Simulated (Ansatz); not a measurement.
A structure relaxed at PBE0-D4/def2-TZVP in Ansatz, charge 0, singlet:

```xyz
4

Zr    0.3776   -1.7359   -0.0160
Zr   -1.2168    0.1489   -0.5239
N     0.1954    1.3767    0.2321
N     0.6438    0.2103    0.3078
```

Task: Give its formula and point group.

Result: Zr2N2. Point group Cs (tolerance 0.1 Å).

Task: Summarise the bond lengths by kind (pairs closer than 1.2 times the sum of covalent radii, bridged metal pairs left out).

Result: 3 × N–Zr 1.99 to 2.04 Å; 1 × N–N 1.25 Å.

In the def2 sets Zr takes a core potential; there is no spin–orbit coupling. The restricted singlet is unstable towards broken spin symmetry in Hartree–Fock (as tested in another run); at PBE0-D4/def2-TZVP this wasn't settled. Another isomer (triplet) lies 4.15 eV lower at PBE0-D4/def2-TZVP; other spin states weren't run for this one.
